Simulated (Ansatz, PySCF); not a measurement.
4,4-dichlorobut-1-ene (C₄H₆Cl₂), SMILES C=CCC(Cl)Cl. Atoms are numbered in the order given.

```xyz
12

C     -3.1413     0.0741    -0.5279
C     -1.8984    -0.3797    -0.6952
C     -0.6785     0.5013    -0.7425
C      0.2917     0.2269     0.4010
Cl     0.9128    -1.4409     0.3315
Cl     1.6414     1.3845     0.3545
H     -3.9976    -0.6066    -0.5026
H     -3.3512     1.1443    -0.4175
H     -1.7205    -1.4562    -0.8009
H     -0.9676     1.5621    -0.6813
H     -0.1273     0.3591    -1.6870
H     -0.1936     0.3396     1.3780
```

The structure is a stationary point at ωB97X-D3(BJ)/def2-SVP. The values are those of a single conformer.

Two levels are set side by side: PBE-D3(BJ)/def2-SVP (Ansatz, a first-principles code) and ωB97X-D3(BJ)/def2-SVP (PySCF). Each level has its own optimised geometry; the coordinates shown are those of the second. Frequencies come from the Hessian of PySCF at each geometry. Differences are taken from unrounded values.

```tsv
quantity	ωB97X-D3(BJ)	PBE-D3(BJ)	PBE-D3(BJ) minus ωB97X-D3(BJ)
mean bond length (Å)	1.319	1.329	0.009
bond C1–C2 (Å)	1.334	1.344	0.010
bond C2–C3 (Å)	1.505	1.504	-0.001
bond C3–C4 (Å)	1.524	1.528	0.004
bond C4–Cl5 (Å)	1.781	1.803	0.022
bond C4–Cl6 (Å)	1.779	1.800	0.021
bond C1–H7 (Å)	1.094	1.101	0.007
bond C1–H8 (Å)	1.096	1.103	0.007
bond C2–H9 (Å)	1.096	1.104	0.008
bond C3–H10 (Å)	1.101	1.110	0.009
bond C3–H11 (Å)	1.103	1.112	0.009
bond C4–H12 (Å)	1.097	1.105	0.009
highest harmonic wavenumber (cm⁻¹)	3266	3169	-97
mean harmonic wavenumber (cm⁻¹)	1345	1286	-59
zero-point energy (kcal/mol)	57.67	55.14	-2.53
```

Exact exchange shortens and stiffens bonds; PBE has none. Differences between two approximate levels are no errors against the true value.
